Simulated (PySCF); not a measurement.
# Te (tellurium, neutral): UHF calculation

Configuration: [Kr] 4d10 5s1 5p4 6s1, high-spin 5P determinant (an excited configuration). Computed with PySCF 2.14 in aug-cc-pVQZ-PP with one added diffuse shell each of s, p, d, f, g type with ECP28MDF (8s8p6d4f3g, 117 functions), with a scalar-relativistic core potential.

```
Total energy                                                  : -266.500765 hartree
One-electron energy                                           : -461.5539 hartree
Hartree (Coulomb) energy                                      : 214.6950 hartree
Exchange energy                                               : -19.6418 hartree
⟨S²⟩                                                          : 6.0144
⟨L²⟩                                                          : 2.086
Sum of ⟨r⟩                                                    : 34.87 bohr
Sum of ⟨r²⟩                                                   : 98.27 bohr²
Traceless quadrupole moment −½Σ⟨3z² − r²⟩ along its main axis : 0.725 e·bohr²
```

| shell | electrons | mean orbital energy (hartree) | spread (hartree) | rms radius, mean of both spins (bohr) |
| --- | --- | --- | --- | --- |
| 4s α | 1 | -7.36211 | 0 | 0.820 |
| 4s β | 1 | -7.32516 | 0 | 0.820 |
| 4p α | 3 | -5.32568 | 0.01787 | 0.881 |
| 4p β | 3 | -5.30035 | 0.00277 | 0.881 |
| 4d α | 5 | -2.17787 | 0.01977 | 1.04 |
| 4d β | 5 | -2.15392 | 0.01057 | 1.04 |
| 5s α | 1 | -1.04771 | 0 | 2.18 |
| 5p α | 3 | -0.55789 | 0.04997 | 2.67 |
| 5p β | 1 | -0.38167 | 0 | 2.67 |
| 6s α | 1 | -0.12026 | 0 | 6.94 |

Energies and moments cover only the electrons outside the core potential. The outer electron is Rydberg-like, and this basis confines it to a smaller radius and binds it less than a complete one would.
